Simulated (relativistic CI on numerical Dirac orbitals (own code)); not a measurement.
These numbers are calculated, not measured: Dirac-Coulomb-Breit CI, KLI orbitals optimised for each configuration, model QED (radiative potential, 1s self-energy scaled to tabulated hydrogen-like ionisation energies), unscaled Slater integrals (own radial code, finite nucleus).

CI space (outside the closed core 1s2): 2s2 2p6, 2s2 2p5 3s, 2s2 2p5 3p, 2s2 2p5 3d, 2s 2p6 3s, 2s2 2p5 4s, 2s2 2p5 4p, 2s2 2p5 4d, 2s 2p6 3p, 2s2 2p5 4f, 2s2 2p5 5s, 2s2 2p5 5p, 2s2 2p5 5d, 2s2 2p5 5f, 2s2 2p5 5g, 2s2 2p4 3s2, 2s 2p6 3d, 2s2 2p4 3s 3p, 2s2 2p4 3p2, 2s2 2p4 3s 3d, 2s 2p6 4s, 2s 2p6 4p, 2s2 2p4 3p 3d, 2s 2p6 4d, 2s 2p6 4f, 2s 2p5 3s2, 2s2 2p4 3d2, 2s 2p6 5s, 2s 2p6 5p, 2s 2p5 3s 3p, 2s 2p6 5d, 2s 2p6 5f, 2s 2p6 5g. Levels of other configurations are missing.

At this charge configurations can still be misplaced by up to about 7 % of their energy. 22 of the 29 excited levels that our extract of the measured tables holds in this range could be paired (the sources list more); they are missed by 6549 cm⁻¹ on average and 7855 at most, and levels without a partner can miss by more.

Outline of the computed level scheme of S VII. Lowest level of each configuration: 2s2 2p6 1S_0 at 0.000 eV; 2s2 2p5 3s 3P°_2 at 169.164 eV; 2s2 2p5 3p 3S_1 at 180.896 eV; 2s2 2p5 3d 3P°_0 at 200.400 eV; 2s2 2p5 4s 3P°_2 at 224.331 eV; 2s2 2p5 4p 3S_1 at 228.382 eV; 2s 2p6 3s 3S_1 at 234.954 eV; 2s2 2p5 4d 3P°_0 at 235.663 eV.

Some strong electric-dipole decays among the lowest 45 levels: 2s2 2p5 3d 1P°_1 → 2s2 2p6 1S_0 (1.1e+12 s⁻¹); 2s2 2p5 3s 1P°_1 → 2s2 2p6 1S_0 (9.4e+10 s⁻¹); 2s2 2p5 3d 3D°_1 → 2s2 2p6 1S_0 (4.5e+10 s⁻¹); 2s 2p6 3s 3S_1 → 2s2 2p5 3s 3P°_2 (2.3e+10 s⁻¹); 2s2 2p5 4s 1P°_1 → 2s2 2p6 1S_0 (2.1e+10 s⁻¹); 2s2 2p5 3s 3P°_1 → 2s2 2p6 1S_0 (2.0e+10 s⁻¹); 2s2 2p5 4s 3P°_1 → 2s2 2p6 1S_0 (1.7e+10 s⁻¹); 2s2 2p5 4p 3S_1 → 2s2 2p5 3s 3P°_2 (1.3e+10 s⁻¹).

LS names give the leading component of a level, which can be under half, so a name can repeat, a term be missing and a line seem to break the LS rules.
